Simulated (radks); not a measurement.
Results of a calculation; reference values are marked as such.
The mean radii <r> (bohr) of the occupied orbitals of an atom or ion are listed with their occupations. Level of theory: Dirac Kohn-Sham, PBE, spin-unpolarised, spherical densities, point nucleus (a radial shooting solver on a logarithmic mesh with Libxc functionals).

orbital  occ.      <r>
1s1/2       2  0.02150
2s1/2       2  0.09045
2p1/2       2  0.07546
2p3/2       4  0.08229
3s1/2       2   0.2278
3p1/2       2   0.2163
3p3/2       4   0.2275
3d3/2       2   0.1981
3d5/2       3   0.2016

Name the element and its charge. Open shells, if any, are shared by 2j + 1.

Answer. Z = 65, terbium, charge +42: Tb42+ in [Ar] 3d5. The 1s radius gives Z: for a bare nucleus <r> = (2 gamma + 1)/(2Z) with gamma = sqrt(1 - (Z/c)^2), 0.02124 bohr for Z = 65, and screening makes it slightly larger (0.02150 here). The occupations add up to 23, and the charge is Z minus that.
